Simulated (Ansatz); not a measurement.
Consider the redistribution: `O[SiH](O)[CH2][GeH3]` + `F[SiH](F)[SiH](Cl)Cl` → `O[SiH](O)[SiH](Cl)Cl` + `F[SiH](F)[CH2][GeH3]`.

Program: Ansatz. Geometries: PBE0-D4/def2-TZVP. ΔE: electronic, gas phase. CCSD(T)/CBS adds triple-zeta CCSD(T) − MP2 to the extrapolated MP2 energy (def2 sets, frozen cores). Functionals use def2-TZVPP. For Ge outer-core shells are correlated without core-valence functions, which leaves a few kJ/mol of doubt a bond. Scalar relativity is left out up to krypton. One conformer a species, not always the lowest.

| level | ΔE (kcal/mol) | difference from CCSD(T)/CBS |
| --- | --- | --- |
| ωB97M-V | -3.5 | -0.1 |
| PBE | -3.4 | 0.0 |
| PBE0 | -3.5 | -0.1 |
| HF/def2-TZVPP | -3.2 | 0.2 |
| MP2/def2-TZVPP | -3.3 | 0.1 |
| SCS-MP2/def2-TZVPP | -3.1 | 0.3 |
| CCSD(T)/def2-TZVPP | -3.2 | 0.2 |
| HF/CBS(def2) | -3.1 | 0.3 |
| MP2/CBS(def2) | -3.4 | 0.0 |
| CCSD/CBS(def2) | -3.3 | 0.1 |
| CCSD(T)/CBS | -3.4 | 0 |

Largest T1 diagnostic among the species: 0.011.
